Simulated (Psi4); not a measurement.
Pair of molecules, SMILES O with SMILES [GeH4] (the first has 3 atoms); geometry from B3LYP-D3(BJ)/def2-TZVP, rigid monomers moved along the line of their centres of mass till O1···Ge4 is 2.95 Å.
(charge 0, multiplicity 1):
```json
[
 {"atom": "O", "x (Å)": "0.2621", "y (Å)": "-0.1240", "z (Å)": "0.4007"},
 {"atom": "H", "x (Å)": "-0.6530", "y (Å)": "0.0334", "z (Å)": "0.1450"},
 {"atom": "H", "x (Å)": "0.7021", "y (Å)": "0.7273", "z (Å)": "0.3054"},
 {"atom": "Ge", "x (Å)": "-0.1270", "y (Å)": "-0.0505", "z (Å)": "3.3215"},
 {"atom": "H", "x (Å)": "-0.3569", "y (Å)": "0.0333", "z (Å)": "4.8430"},
 {"atom": "H", "x (Å)": "-0.5567", "y (Å)": "1.2875", "z (Å)": "2.6982"},
 {"atom": "H", "x (Å)": "-0.9801", "y (Å)": "-1.1900", "z (Å)": "2.7515"},
 {"atom": "H", "x (Å)": "1.3611", "y (Å)": "-0.3008", "z (Å)": "3.0531"}
]
```

All values below come from SAPT0/aug-cc-pVDZ (Psi4 1.11).

Task: Which attractive term is largest, and how does the interaction split up?

Result: electrostatics -5.52, exchange 8.71, induction -1.28, dispersion -2.72, total -0.81 kcal/mol; the largest attraction is electrostatics.
